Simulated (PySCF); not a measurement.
## Correlation energy of Tc (technetium, neutral)

Starting occupation: [Kr] 4d4 5s2 5p1, 4d5/2 with m_j = -1/2, +1/2, +3/2, +5/2, 5p3/2 with m_j = +3/2. Computed with PySCF 2.14 in x2c-TZVPall-2c (8s9p7d1f, 77 functions), with X2C-1e with screened-nucleus spin-orbit coupling, Gaussian nucleus. Frozen: [Ar] 3d10; 15 electrons correlated; the 6 highest virtual spinors left out.

MP2 pair energies summed by pair of shells (mhartree):

```tsv
pair	energy	share (%)
4d-4p	-101.91	30.6
4p-4p	-76.55	22.9
4d-4d	-27.96	8.4
4d-5s	-27.00	8.1
4p-4s	-23.23	7.0
4p-5s	-22.90	6.9
5s-5s	-15.14	4.5
5p-5s	-11.75	3.5
4d-4s	-9.92	3.0
4d-5p	-5.74	1.7
4p-5p	-5.35	1.6
4s-4s	-4.28	1.3
4s-5s	-1.50	0.5
4s-5p	-0.33	0.1
```

Total MP2 correlation energy: -333.55 mhartree.

The GHF reference relaxed away from the jj start to a determinant that is no pure jj level (⟨S²⟩ = 8.73, ⟨J²⟩ = 35.80); the energies belong to that determinant.

This basis was not built for core-valence correlation, so the inner-shell part is incomplete.
